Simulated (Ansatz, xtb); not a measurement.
AlH3N2S: which of two structures lies lower

Structure X is a singlet given by its coordinates and structure Y is a singlet given by its coordinates. Both are isolated molecules in the gas phase, relaxed with PBE-D3(BJ)/def2-SVP.

X (Å):

| atom | x (Å) | y (Å) | z (Å) |
| --- | --- | --- | --- |
| Al | -1.4161 | -0.0174 | 0.0116 |
| N | -1.4493 | -1.7304 | -0.4176 |
| N | -1.5086 | 1.2375 | 1.3246 |
| S | -1.3371 | 2.0678 | -0.4465 |
| H | -1.4814 | -2.0893 | -1.3737 |
| H | -1.4950 | -2.4988 | 0.2547 |
| H | -0.6387 | 1.4923 | 1.8221 |

Close contacts (Å): Al1–N2 1.77, Al1–N3 1.82, Al1–S4 2.14, N3–S4 1.96, N2–H5 1.02, N2–H6 1.02, N3–H7 1.03.

Y (Å):

```tsv
atom	x (Å)	y (Å)	z (Å)
Al	-1.3373	0.3279	0.7950
N	-1.2643	-0.1154	-2.5188
N	-1.3293	0.1006	-1.4289
S	-0.5772	-1.7036	1.2833
H	-1.8199	-2.2587	1.3541
H	-2.9097	0.6015	0.8754
H	-0.2314	1.4789	0.7709
```

Close contacts (Å): Al1–N3 2.24, Al1–S4 2.22, N2–N3 1.11, Al1–H6 1.60, Al1–H7 1.60, S4–H5 1.36.

Quicker runs give these differences E(Y) − E(X): GFN2-xTB +23.4 kJ/mol; HF/STO-3G −159.3 kJ/mol (at GFN2-xTB geometries); r2SCAN-D4/def2-SVP −42.0 kJ/mol (at GFN2-xTB geometries).

Question: Estimate E(Y) − E(X) at the level CCSD(T)/def2-TZVP.

Answer: Calculated at CCSD(T)/def2-TZVP: E(Y) − E(X) = −76.5 kJ/mol, so structure Y lies lower.

Level by level:

```json
{"level": "GFN2-xTB", "geometry": "GFN2-xTB", "E(Y) − E(X) (kJ/mol)": "+23.4", "departure from the last row (kJ/mol)": "+99.9", "job, with rough time for the two": "optimisation, 0.23 s"}
{"level": "HF/STO-3G", "geometry": "GFN2-xTB", "E(Y) − E(X) (kJ/mol)": "−159.3", "departure from the last row (kJ/mol)": "−82.8", "job, with rough time for the two": "single point, 0.16 s"}
{"level": "r2SCAN-D4/def2-SVP", "geometry": "GFN2-xTB", "E(Y) − E(X) (kJ/mol)": "−42.0", "departure from the last row (kJ/mol)": "+34.5", "job, with rough time for the two": "single point, 2.2 s"}
{"level": "PBE-D3(BJ)/def2-SVP", "geometry": "PBE-D3(BJ)/def2-SVP", "E(Y) − E(X) (kJ/mol)": "−68.9", "departure from the last row (kJ/mol)": "+7.6", "job, with rough time for the two": "optimisation, 20 s"}
{"level": "HF/def2-TZVP", "geometry": "PBE-D3(BJ)/def2-SVP", "E(Y) − E(X) (kJ/mol)": "−123.6", "departure from the last row (kJ/mol)": "−47.1", "job, with rough time for the two": "part of the CCSD(T) run"}
{"level": "MP2/def2-TZVP", "geometry": "PBE-D3(BJ)/def2-SVP", "E(Y) − E(X) (kJ/mol)": "−68.8", "departure from the last row (kJ/mol)": "+7.7", "job, with rough time for the two": "part of the CCSD(T) run"}
{"level": "CCSD(T)/def2-TZVP", "geometry": "PBE-D3(BJ)/def2-SVP", "E(Y) − E(X) (kJ/mol)": "−76.5", "departure from the last row (kJ/mol)": "", "job, with rough time for the two": "single point, 32 s"}
```

GFN2-xTB puts the two in the other order. The largest departure from CCSD(T)/def2-TZVP is that of GFN2-xTB, 99.9 kJ/mol.

With harmonic frequencies from PBE-D3(BJ)/def2-SVP (ideal gas, rigid rotor, one conformer each, 298.15 K, 1 atm): on the last row, ΔE + ΔZPE = −104.0, ΔH = −101.3, ΔG = −109.1 kJ/mol.

The correlated steps freeze 12 core orbitals. Run with Ansatz 0.2.0, xtb 6.7.1; the last row on 2 threads of Arm Neoverse V2 on a shared host.
